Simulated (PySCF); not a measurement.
1,1,1,3-tetrafluoropropane, C3H4F4.
Cartesian coordinates in Å at the PBE0-D3(BJ)/def2-SVP level; atoms count from 1:
```xyz
11
C3H4F4 angstrom
F      1.220   -2.058   -0.440
C      1.051   -0.727   -0.173
C     -0.430   -0.422   -0.085
C     -0.719    1.023    0.221
F     -0.171    1.397    1.385
F     -2.030    1.249    0.303
F     -0.227    1.835   -0.724
H      1.523   -0.135   -0.975
H      1.554   -0.485    0.778
H     -0.924   -0.673   -1.035
H     -0.892   -1.030    0.707
```

Level: wB97X-D/def2-SVPD in PySCF, non-relativistic, on one gas-phase PBE0-D3(BJ)/def2-SVP geometry that isn't relaxed in the solvent. The solvent is an IEF-PCM continuum (cavity from Bondi-type radii × 1.2), and excitations are vertical TDDFT with non-equilibrium linear response and a frozen core. Specific hydrogen bonds and non-electrostatic terms are outside this model.

```tsv
run	E − E(gas) (kcal/mol)	HOMO (eV)	HOMO–LUMO gap (eV)	dipole (D)	lowest singlet (eV)	static polarisability (au)
gas	0.00	-12.03	14.34	0.43	9.71	41.1
P	-2.92	-11.76	14.25	0.49	9.64	47.9
Q	-3.34	-11.73	14.23	0.50	9.63	49.1
```

Q: The runs were made in chloroform and tetrahydrofuran. Which run belongs to which solvent?

A: P = chloroform, Q = tetrahydrofuran. The dielectric constants are 4.711 (chloroform), 7.426 (tetrahydrofuran), and the energy falls further as ε rises. The optical constants n² used for the excitations are 2.09, 1.97 in the same order. In this model the ground state sees the solvent through ε alone.

Q: How constant is the ratio of the lowering to (ε − 1)/(2ε + 1)?

A: 
```tsv
solvent	(ε − 1)/(2ε + 1)	E − E(gas) (kcal/mol)	ratio (kcal/mol)	polarisation term (kcal/mol)
chloroform	0.356	-2.92	-8.2	-3.16
tetrahydrofuran	0.405	-3.34	-8.2	-3.65
```

The ratio changes by +0.3 % in size from chloroform to tetrahydrofuran. The polarisation term is half the interaction of the solute with the induced surface charges.

The run took about 50 s of CPU time (one thread, shared machine). This is the whole response run at wB97X-D/def2-SVPD in tetrahydrofuran, SCF included.

Note: wB97X-D ran without an empirical dispersion term, which enters the total energy and its gradient alone.
